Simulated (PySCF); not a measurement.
# Ionisation energy of S²⁺ by level of theory

S²⁺ [Ne] 3s2 3p2 [3p1/2^2, M_J = 0] → S³⁺ [Ne] 3s2 3p1 [3p1/2^1, M_J = 1/2], as a difference of total energies. Computed with PySCF 2.14 in x2c-TZVPPall-2c, with the two-component X2C-1e Hamiltonian. Correlated levels: [Ne] frozen; the 6 highest virtual spinors dropped. "Screened" scales the spin-orbit matrix elements by Boettger's factors to mimic the two-electron term; Breit and QED terms are absent.

```json
{"method": "GHF (spin-free)", "ionisation energy (eV)": "33.969"}
{"method": "GMP2 (spin-free)", "ionisation energy (eV)": "34.612"}
{"method": "GHF (screened spin-orbit)", "ionisation energy (eV)": "33.933"}
{"method": "GMP2 (screened spin-orbit)", "ionisation energy (eV)": "34.574"}
```

Problem. How much does correlation contribute at GMP2 (screened spin-orbit)?

Solution. 34.574 − (33.933) = 0.641 eV, measured against GHF (screened spin-orbit).

Errors of the correlated levels include the incompleteness of this basis and the frozen core.

The labels give the starting determinants; with spin-orbit coupling the two ends relaxed to ⟨J²⟩ = 1.88, ⟨L²⟩ = 2.01, ⟨S²⟩ = 2.00 and ⟨J²⟩ = 0.94, ⟨L²⟩ = 2.05, ⟨S²⟩ = 0.77.

The determinant of S²⁺ mixes levels of different J (the jj label is only the starting occupation), so the difference between spin-free and spin-orbit rows is not the physical spin-orbit shift.

For comparison: 34.86 ± 0.04 eV (semi-empirical (NIST evaluation); NIST Atomic Spectra Database, ionization energies).
